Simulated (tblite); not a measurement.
C5H7O2 (doublet state).
Structure used (GFN2-xTB), in Å, numbered top down from 1:
```
atom  x, y, z in Å
C1    -0.840    1.381    0.952
C2    -0.429    0.268    0.355
C3    -1.318   -0.477   -0.616
O4    -2.491    0.012   -0.895
C5     0.945   -0.306    0.561
C6     1.732   -0.448   -0.714
O7     1.275   -0.523   -1.821
H8    -1.830    1.752    0.754
H9    -0.229    1.929    1.649
H10   -1.338   -1.569   -0.373
H11   -0.694   -0.495   -1.566
H12    0.877   -1.318    0.978
H13    1.516    0.298    1.268
H14    2.824   -0.505   -0.553
```

Structure optimised with GFN2-xTB, isolated species. This method treats the open shell by occupation alone, without spin polarisation.

Masses are those of the commonest isotopes; rigid-rotor values at the optimised geometry. The values belong to one conformer with, in the numbering `[CH2:1]=[C:2]([CH2:3][O:4])[CH2:5][CH:6]=[O:7]`, C1–C2–C3–O4 2°, C1–C2–C5–C6 -122°, C2–C5–C6–O7 -23°.

Q: Give the principal moments of inertia and the rotational constants in cm⁻¹.

A: Ia = 123.60, Ib = 247.26, Ic = 334.29 u·Å²; 505379 MHz·u·Å²/I gives 4089, 2044 and 1512 MHz, that is A = 0.13639, B = 0.06818, C = 0.05043 cm⁻¹.

Q: Classify the top.

A: An asymmetric top; Ray's κ = -0.587.

Q: Is it planar, by Δ = Ic − Ia − Ib?

A: Not planar: Δ = Ic − Ia − Ib = -36.56 u·Å². For a rigid frame Δ = −2 Σ m c², so Σ m c² = 18.28 u·Å² lies off the ab plane: 6.19 from hydrogen and 12.09 from heavier atoms. The atom farthest from that plane is 1.64 Å away.

Q: List the rotational levels J(Ka,Kc) to J = 4 (MHz).

A: Above 0(0,0):
J = 1: 1(0,1) 3556, 1(1,1) 5601, 1(1,0) 6133
J = 2: 2(0,2) 10576, 2(1,2) 12180, 2(1,1) 13776, 2(2,1) 19911, 2(2,0) 20002
J = 3: 3(0,3) 20895, 3(1,3) 21996, 3(1,2) 25179, 3(2,2) 30578, 3(2,1) 31017, 3(3,1) 42186, 3(3,0) 42196
J = 4: 4(0,4) 34333, 4(1,4) 34998, 4(1,3) 40252, 4(2,3) 44730, 4(2,2) 45952, 4(3,2) 56565, 4(3,1) 56633, 4(4,1) 72604, 4(4,0) 72605

For this open shell read J as N, the rotation without spin; fine and hyperfine splittings come on top. Its GFN2-xTB frequencies are all real (lowest 74 cm⁻¹). Zero-point vibration and centrifugal distortion are left out.

All values are computed, not measured.
